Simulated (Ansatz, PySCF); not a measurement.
Si(F)(Br)(Me)(OH) (CH4BrFOSi), SMILES O[Si](C)(Br)F.

Geometry optimised at PBE0-D3(BJ)/def2-SVP. This is a generated structure with no PubChem entry under its InChIKey; it may be hypothetical. One conformer was computed; it need not be the lowest.

Vertical ionisation energy (IE) and electron affinity (EA) in eV. Rows of orbital energies are one-electron estimates. Where ΔSCF, EOM or ADC give a negative EA the extra electron is unbound and the value depends on the basis.

```csv
level,IE,EA
"−ε(HOMO), −ε(LUMO), HF/def2-TZVP (PySCF)",11.71,-3.39
"−ε(HOMO), −ε(LUMO), PBE/def2-TZVP (PySCF)",7.29,0.40
"ΔSCF, PBE0/def2-SVPD (Ansatz), final states of multiplicity 2 and 2",11.04,-1.03
"ΔSCF, PBE/def2-SVPD (Ansatz), final states of multiplicity 2 and 2",10.62,-0.82
```

Task: What vertical singlet–triplet gap does ΔSCF give with PBE0/def2-SVPD (Ansatz, a quantum-chemistry and plane-wave program) and with PBE/def2-SVPD (Ansatz)? (Estimate from the structure and the level; the computed values follow.)

Result: 7.24 and 6.76 eV (triplet above singlet where positive).
